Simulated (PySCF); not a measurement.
Dipole response of Ta (tantalum, neutral)

[Xe] 4f14 5d3 6s2, high-spin 4F determinant. Calculation: PySCF 2.14, in ANO-RCC-VTZP (8s7p5d3f2g1h, 104 functions); scalar relativity by spin-free X2C-1e. Coupled (time-dependent) response in atomic units; α is the mean over directions. The basis has no added diffuse functions, which lowers α and C₆.

```
method  mean α (bohr³)  C₆ (like pair)  S(−4)
   UHF           75.46           973.7   1886
```

S(−4) is the Cauchy moment in α(ω) = α(0) + S(−4) ω² + …

Reference α: 74 ± 20 bohr³ (recommended; Schwerdtfeger and Nagle, table of static dipole polarizabilities (2023 update)). Published C₆: 887.0 (Gould and Bucko (2016)).

Spin-orbit coupling is absent.

α(iu) at UHF:

```csv
u (hartree),α(iu) (bohr³)
0,75.46
0.0500,71.12
0.100,61.07
0.200,40.16
0.300,26.84
0.500,14.84
0.750,9.303
1.00,6.726
1.50,4.188
2.00,2.914
3.00,1.678
5.00,0.7993
```

A single London oscillator, α(iu) = α/(1 + u²/ω²), gives C₆ = (3/4) ω α². Matching the computed C₆ needs ω = 4 × 973.7 / (3 × 75.46²) = 0.228 hartree.

Spin-orbit coupling, absent here, splits the open shell strongly.
